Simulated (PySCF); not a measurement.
BrHOS2W, multiplicity 1. Atoms are numbered in the order given.

```xyz
6

W      0.1785    -0.3329    -0.0514
O      1.2009    -0.8904    -1.2965
S      1.1262    -0.6214     1.8451
Br    -0.3297     2.0204    -0.4055
S     -1.7192    -1.6989     0.0118
H     -1.7904    -1.8351    -1.3380
```
Charge 0, spin multiplicity 1.

Geometry: B3LYP-D3(BJ)/def2-SVP. The multiplicity is an assumed one; other spin states were not compared. The def2 effective core potentials stand for the cores of W; spin–orbit coupling is left out. The values are those of a single conformer.

Calculation: B3LYP-D3(BJ)/def2-SVP run with PySCF 2.14.0.

Frequencies are harmonic and unscaled.

Computed vibrational spectrum:
```json
[
 {"mode": "1", "ν (cm⁻¹)": "96", "IR (km/mol)": "0.4", "moving atoms (share of kinetic energy)": "S 55 %, Br 27 %, W 15 %"},
 {"mode": "2", "ν (cm⁻¹)": "117", "IR (km/mol)": "0.3", "moving atoms (share of kinetic energy)": "S 52 %, Br 21 %, W 20 %"},
 {"mode": "3", "ν (cm⁻¹)": "129", "IR (km/mol)": "0.3", "moving atoms (share of kinetic energy)": "S 81 %, W 12 %"},
 {"mode": "4", "ν (cm⁻¹)": "199", "IR (km/mol)": "2.0", "moving atoms (share of kinetic energy)": "O 72 %, Br 15 %"},
 {"mode": "5", "ν (cm⁻¹)": "247", "IR (km/mol)": "5.8", "moving atoms (share of kinetic energy)": "O 56 %, Br 19 %, S 19 %"},
 {"mode": "6", "ν (cm⁻¹)": "289", "IR (km/mol)": "12.9", "moving atoms (share of kinetic energy)": "Br 38 %, W 31 %, O 17 %"},
 {"mode": "7", "ν (cm⁻¹)": "301", "IR (km/mol)": "32.8", "moving atoms (share of kinetic energy)": "H 82 %, O 9 %"},
 {"mode": "8", "ν (cm⁻¹)": "393", "IR (km/mol)": "31.5", "moving atoms (share of kinetic energy)": "S 77 %, W 18 %"},
 {"mode": "9", "ν (cm⁻¹)": "547", "IR (km/mol)": "42.7", "moving atoms (share of kinetic energy)": "S 82 %, W 16 %"},
 {"mode": "10", "ν (cm⁻¹)": "659", "IR (km/mol)": "10.1", "moving atoms (share of kinetic energy)": "H 92 %"},
 {"mode": "11", "ν (cm⁻¹)": "1012", "IR (km/mol)": "114.4", "moving atoms (share of kinetic energy)": "O 92 %, W 8 %"},
 {"mode": "12", "ν (cm⁻¹)": "2637", "IR (km/mol)": "5.2", "moving atoms (share of kinetic energy)": "H 97 %"}
]
```
